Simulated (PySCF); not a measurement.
## Two-component Hartree-Fock for Bi⁷¹⁺ (bismuth, charge +71)

Start: [Ne] 3s2. Calculated with PySCF 2.14 in an uncontracted even-tempered set (17 s from 26 bohr⁻², ratio 2.4; 14 p from 34 bohr⁻², ratio 2.4; 4 d from 110 bohr⁻², ratio 2.6; 4 f from 160 bohr⁻², ratio 2.6): generalised Hartree-Fock with the X2C-1e Hamiltonian and a Gaussian nucleus; one run each with spin-orbit coupling (SO) switched off, then screened by Boettger's factors.

| spinor shell | electrons | ε, spin-free (eV) | ε, screened SO (eV) | weight of nominal j (screened SO) | rms radius, screened SO (bohr) |
| --- | --- | --- | --- | --- | --- |
| 1s1/2 | 2 | -97659.9 | -97629.1 | 1.000 | 0.0178 |
| 2s1/2 | 2 | -22755.4 | -22747.8 | 1.000 | 0.0707 |
| 2p1/2 | 2 | -20415.3 | -22150.1 | 1.000 | 0.0596 |
| 3s1/2 | 2 | -9282.1 | -9280.8 | 1.000 | 0.169 |

Q: Where does 2p3/2 lie, and what is the 2p spin-orbit splitting (screened SO)?

A: At -19759.2 eV, 2390.9 eV above 2p1/2.

```tsv
quantity	spin-free	screened SO
E (hartree)	-14975.58292	-15007.85409
M_J	0	0
⟨J²⟩	0.000	0.000
⟨L²⟩	0.000	0.058
⟨S²⟩	0.000	0.058
```

Breit and QED terms are absent; they matter most for the inner s and p1/2 levels.

Densities and radii are taken from the X2C orbitals without a picture-change correction, which distorts them close to the nucleus.

Without spin-orbit coupling the j labels of p, d and f shells carry no meaning; the spin-free column gives the mean over the occupied spinors of each nl shell.
